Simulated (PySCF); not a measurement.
Vertical excitations of a molecule CH₇Cl₂NSi₂ from TDA-PBE/def2-SVPD run with PySCF 2.14.0, as energy in eV (oscillator strength): 5.22 (0.012), 5.64 (0.036), 6.00 (0.021), 6.27 (0.023), 6.42 (0.090), 6.52 (0.021), 6.65 (0.013), 6.82 (0.004), 6.91 (0.012), 6.93 (0.021). Lowest triplet (TDA): 5.12 eV. Coordinates come from a B3LYP-D3(BJ)/def2-SVP optimisation. Other conformers were not sampled.

Which molecule gave these data?
A) CN([SiH3])[SiH](Cl)Cl
B) [SiH3]CN[SiH](Cl)Cl
C) CN[Si@H](Cl)[SiH2]Cl
D) CN[SiH2][SiH](Cl)Cl

B, [SiH3]CN[SiH](Cl)Cl
